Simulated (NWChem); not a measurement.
Molecule: CH₅GaO₂; SMILES C[O][GaH][OH]

```xyz
9

Ga    -0.5019     0.4251     0.0000
H     -1.8113     1.2537     0.0000
O      1.1654     1.0605     0.0000
H      1.2331     2.0200     0.0000
O     -0.5676    -1.3461     0.0000
C      0.5459    -2.1941     0.0000
H      0.5272    -2.8491     0.8898
H      0.5272    -2.8491    -0.8898
H      1.5093    -1.6530     0.0000
```
Atoms are numbered in this order, from 1.

All runs: NWChem. All runs use the structure optimised with PBE0/def2-SVP. Static field.

Question: Predict the results for B3LYP/def2-SVPD. Quantities: isotropic polarisability (bohr³); anisotropy (bohr³).

Answer: The isotropic polarisability (bohr³) is 50.0 and the anisotropy (bohr³) is 17.2.
